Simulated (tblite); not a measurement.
Compound: C₆H₇FSi.
Atom-mapped SMILES: `[CH:1]#[C:2]/[CH:3]=[C:4]([F:5])/[CH:6]=[CH:7]\[SiH3:8]` (hydrogens: H9 on C1; H10 on C3; H11 on C6; H12 on C7; H13, H14, H15 on Si8)

Computed with GFN2-xTB (tblite), gas phase: L-BFGS steps from a force-field or distance-geometry start until the largest atomic force falls under 0.01 eV/Å.

Step 23: E = -619.0842 eV
```
atom  x, y, z in Å  |  force x, y, z in eV/Å
C1      3.7664    0.3069    1.5179    0.001  -0.010  -0.005
C2      2.6518    0.6654    1.2452   -0.034   0.006  -0.004
C3      1.3641    1.1338    0.9491   -0.048  -0.019  -0.030
C4      0.3781    0.4082    0.3881   -0.048   0.007   0.008
F5      0.5935   -0.8891    0.0681    0.031   0.036   0.013
C6     -0.9371    0.9174    0.0952    0.017   0.035   0.007
C7     -1.9380    0.2248   -0.4599    0.020   0.033   0.023
Si8    -1.9325   -1.5813   -1.0086    0.034   0.028   0.020
H9      4.7372   -0.0116    1.7521    0.012  -0.027  -0.004
H10     1.1628    2.1668    1.1971    0.005  -0.006  -0.003
H11    -1.0666    1.9598    0.3697    0.002  -0.034  -0.010
H12    -2.8656    0.7642   -0.6116    0.028  -0.009   0.006
H13    -1.6943   -2.4652    0.1290   -0.011   0.000   0.029
H14    -0.9405   -1.7979   -2.0580    0.006   0.014  -0.027
H15    -3.2837   -1.7941   -1.5378   -0.014  -0.055  -0.023
```

Step 24: E = -619.0847 eV
```
atom  x, y, z in Å  |  force x, y, z in eV/Å
C1      3.7651    0.3057    1.5169   -0.008  -0.009  -0.007
C2      2.6500    0.6629    1.2436   -0.013  -0.006   0.002
C3      1.3623    1.1321    0.9482   -0.014  -0.002  -0.016
C4      0.3756    0.4081    0.3874   -0.017   0.005   0.015
F5      0.5909   -0.8888    0.0672    0.030   0.021   0.009
C6     -0.9381    0.9181    0.0951    0.011   0.028   0.005
C7     -1.9381    0.2250   -0.4595    0.006   0.025   0.013
Si8    -1.9306   -1.5796   -1.0076    0.024   0.004   0.010
H9      4.7361   -0.0123    1.7517    0.002  -0.023  -0.007
H10     1.1655    2.1655    1.1975   -0.011  -0.002  -0.007
H11    -1.0684    1.9592    0.3687    0.003   0.004   0.002
H12    -2.8650    0.7632   -0.6117   -0.004   0.009   0.001
H13    -1.6913   -2.4606    0.1314   -0.010  -0.011   0.036
H14    -0.9374   -1.7934   -2.0557    0.011   0.009  -0.035
H15    -3.2809   -1.7972   -1.5376   -0.009  -0.051  -0.021
```

Step 25: E = -619.0849 eV
```
atom  x, y, z in Å  |  force x, y, z in eV/Å
C1      3.7642    0.3049    1.5162   -0.013  -0.008  -0.008
C2      2.6488    0.6616    1.2428    0.002  -0.014   0.004
C3      1.3611    1.1312    0.9475    0.012   0.011  -0.001
C4      0.3739    0.4081    0.3874    0.008   0.003   0.016
F5      0.5901   -0.8883    0.0669    0.024   0.006   0.004
C6     -0.9385    0.9189    0.0950    0.002   0.015   0.003
C7     -1.9381    0.2256   -0.4591   -0.005   0.010   0.002
Si8    -1.9291   -1.5786   -1.0069    0.011  -0.012   0.001
H9      4.7356   -0.0132    1.7514   -0.011  -0.019  -0.011
H10     1.1665    2.1647    1.1976   -0.018   0.002  -0.008
H11    -1.0691    1.9591    0.3683    0.003   0.033   0.011
H12    -2.8648    0.7630   -0.6117   -0.020   0.019  -0.001
H13    -1.6900   -2.4585    0.1333   -0.009  -0.010   0.031
H14    -0.9355   -1.7909   -2.0552    0.008   0.009  -0.031
H15    -3.2796   -1.7997   -1.5380    0.008  -0.045  -0.014
```

Step 26: E = -619.0852 eV
```
atom  x, y, z in Å  |  force x, y, z in eV/Å
C1      3.7634    0.3040    1.5155   -0.013  -0.009  -0.007
C2      2.6477    0.6601    1.2422    0.013  -0.016   0.005
C3      1.3603    1.1306    0.9468    0.031   0.022   0.014
C4      0.3724    0.4082    0.3877    0.027   0.003   0.012
F5      0.5899   -0.8876    0.0668    0.014  -0.007   0.001
C6     -0.9388    0.9201    0.0951   -0.010   0.001   0.001
C7     -1.9381    0.2264   -0.4586   -0.015  -0.004  -0.008
Si8    -1.9276   -1.5779   -1.0062   -0.002  -0.023  -0.006
H9      4.7349   -0.0143    1.7508   -0.021  -0.016  -0.013
H10     1.1671    2.1641    1.1974   -0.022   0.008  -0.007
H11    -1.0697    1.9597    0.3682    0.005   0.050   0.016
H12    -2.8649    0.7631   -0.6117   -0.026   0.023  -0.002
H13    -1.6890   -2.4568    0.1357   -0.009  -0.004   0.020
H14    -0.9338   -1.7886   -2.0555    0.001   0.009  -0.020
H15    -3.2783   -1.8030   -1.5386    0.028  -0.037  -0.004
```

Question: Estimate the geometry and energy of step 27. (The exact step hangs on the optimiser's Hessian estimate; all steps are aligned on step 26, rigid shifts and turns removed.)

Answer: E = -619.0856 eV, largest force 0.058 eV/Å
```
atom  x, y, z in Å  |  force x, y, z in eV/Å
C1      3.7619    0.3023    1.5143   -0.007  -0.012  -0.005
C2      2.6460    0.6577    1.2413    0.021  -0.011   0.006
C3      1.3595    1.1301    0.9460    0.040   0.031   0.028
C4      0.3708    0.4085    0.3884    0.037   0.006   0.001
F5      0.5900   -0.8866    0.0666    0.000  -0.016  -0.002
C6     -0.9393    0.9218    0.0953   -0.023  -0.015  -0.001
C7     -1.9385    0.2277   -0.4580   -0.023  -0.017  -0.018
Si8    -1.9253   -1.5774   -1.0052   -0.015  -0.028  -0.011
H9      4.7334   -0.0165    1.7497   -0.023  -0.016  -0.014
H10     1.1676    2.1634    1.1971   -0.022   0.018  -0.004
H11    -1.0706    1.9613    0.3682    0.009   0.052   0.018
H12    -2.8655    0.7637   -0.6118   -0.027   0.022  -0.003
H13    -1.6878   -2.4542    0.1395   -0.007   0.004   0.003
H14    -0.9312   -1.7848   -2.0563   -0.008   0.007  -0.003
H15    -3.2756   -1.8088   -1.5396    0.048  -0.027   0.006
```

The energy changes by -0.0004 eV. The first-order estimate −F·Δx gives -0.0005 eV and the mean of the old and new forces, exact on a quadratic surface, -0.0004 eV. The step makes an angle of 67° with the force vector and moves no atom by more than 0.006 Å.

The cost below is that of the whole relaxation. On Arm Neoverse V1, one thread, no GPU, shared host with 32 logical CPUs at a one-minute load of 28, this took 0.39 s.
